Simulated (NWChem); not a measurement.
# Basis-set convergence for H2BI

SMILES: BI
```xyz
4

B      0.0000     0.0000    -1.8555
H     -1.0603     0.0000    -2.4145
H      1.0603     0.0000    -2.4145
I      0.0000     0.0000     0.2662
```
Charge 0, spin multiplicity 1.

Program: NWChem. Structure: optimised with B3LYP/def2-SVP with def2 effective core potentials on I, a minimum by its harmonic frequencies.

Quantity: dipole moment at the level PBE0.

Effective core potentials replace the inner electrons of I; spin-orbit coupling is left out. The structure started from a generated list of species.

```csv
basis,functions,dipole moment (D)
def2-SVP,50,0.43
def2-SVPD,71,0.42
def2-TZVP,93,0.45
def2-TZVPP,109,0.44
def2-TZVPD,114,0.45
def2-QZVP,199,0.44
```

Smallest basis within 0.05 D of def2-QZVP, the largest set run: def2-SVP, with 50 functions against 199 (also within reach: def2-SVPD, def2-TZVP, def2-TZVPP, def2-TZVPD). def2-QZVP isn't the basis-set limit itself, and a small set can land close by cancellation.
